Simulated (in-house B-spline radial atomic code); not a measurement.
A fraction x of an electron is removed from 3p in Cl2+, starting from [Ne] 3s2 3p3 and keeping the highest spin. Computed with a radial B-spline atomic code at the basis-set limit: non-relativistic LDA VWN5, spin-polarised, spherical fractional occupations, point nucleus.

| x | E(x) - E(0) (eV) | 3p up level (eV) |
| --- | --- | --- |
| 0 | 0.0000 | -33.040 |
| 0.02 | 0.6633 | -33.295 |
| 0.13 | 4.4035 | -34.710 |
| 0.34 | 11.9790 | -37.445 |
| 0.41 | 14.6324 | -38.366 |
| 0.5 | 18.1389 | -39.557 |
| 0.57 | 20.9405 | -40.489 |
| 0.69 | 25.8956 | -42.097 |
| 0.86 | 33.2473 | -44.397 |
| 0.95 | 37.2982 | -45.625 |
| 1 | 39.5966 | -46.310 |

The exact functional would give a straight line between the two integer points. Deviations E(x) - E(0) - x[E(1) - E(0)], in eV: -0.129 at x = 0.02, -0.744 at x = 0.13, -1.484 at x = 0.34, -1.602 at x = 0.41, -1.659 at x = 0.5, -1.63 at x = 0.57, -1.426 at x = 0.69, -0.806 at x = 0.86, -0.319 at x = 0.95.

The curve lies below the straight line by up to 1.659 eV (at x = 0.5): convex, the delocalisation error that favours fractional charges.

(1) How well does Slater's transition state (minus the level at half occupation) give the ionisation energy?

Answers

(1) It gives 39.557 eV against 39.597 eV from the two total energies; NIST lists 39.80 eV, ground level to ground level.
